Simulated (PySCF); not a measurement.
# Do core-level shifts follow atomic charges?

C6H11S (charge -1).
Structure used (PBE0-D3(BJ)/def2-SVP), in Å, numbered top down from 1:
```
atom  x, y, z in Å
S1     2.5778    0.3327    1.2752
C2     1.9907    0.5646   -0.4266
C3     0.4796    0.3331   -0.6253
C4    -0.3984    1.2337    0.2418
C5    -1.7680    0.5575    0.2589
C6    -1.4700   -0.9569    0.1587
C7     0.0227   -1.0657   -0.1993
H8     2.5182   -0.1136   -1.1310
H9     2.2122    1.5892   -0.7938
H10    0.2255    0.4997   -1.6949
H11    0.0814    1.2284    1.2395
H12   -0.4320    2.2773   -0.1158
H13   -2.3608    0.8119    1.1547
H14   -2.3662    0.8816   -0.6120
H15   -2.1157   -1.4325   -0.6001
H16   -1.6892   -1.4694    1.1110
H17    0.2295   -1.8323   -0.9652
H18    0.6365   -1.2941    0.6934
```

Binding energies: delta-SCF UKS SCAN, pcX-2 on the ionised atom, pcseg-1 elsewhere, spin-free X2C (PySCF). Charges: PBE0/pcSseg-1 ground-state density, for the ionised atom.

```tsv
atom	environment	C 1s (eV)	Mulliken (e)	IAO (e)	Hirshfeld (e)	ESP (e)
C2	sp3 carbon bound to sulfur	285.62	-0.201	-0.315	-0.115	-0.424
C3	sp3 CH carbon	285.82	-0.322	-0.095	-0.038	+0.405
C4	ring CH2 carbon	285.88	-0.149	-0.265	-0.089	+0.011
C5	ring CH2 carbon	286.71	-0.225	-0.255	-0.079	+0.004
```

Problem. Give the correlation coefficient and slope of binding energy on charge for each scheme.

Solution. ESP: r = 0.18, slope 0.3 eV per e; Hirshfeld: r = 0.17, slope 2.5 eV per e; Mulliken: r = 0.00, slope 0.0 eV per e; IAO: r = -0.04, slope -0.2 eV per e. On 4 points no scheme stands out.

Problem. The point-charge model writes a binding energy as kq + V + constant, with V the potential of the other atoms' charges at the site. What does it give with the ESP charges?

Solution. V = Σ 14.40 eV Å × q/r over all other atoms: -1.74 eV at C2, -9.70 eV at C3, -3.93 eV at C4, -4.05 eV at C5. Fitting binding energy − V to q gives k = 9.8 eV per e and leaves an rms residual of 0.75 eV, against 0.41 eV for the fit on q alone. The model has no term for differences in relaxation between sites.

The species carries charge -1, so core ionisation leaves a neutral species. The basis sets have no added diffuse functions. Isolated species at its PBE0-D3(BJ)/def2-SVP geometry (one conformer only).
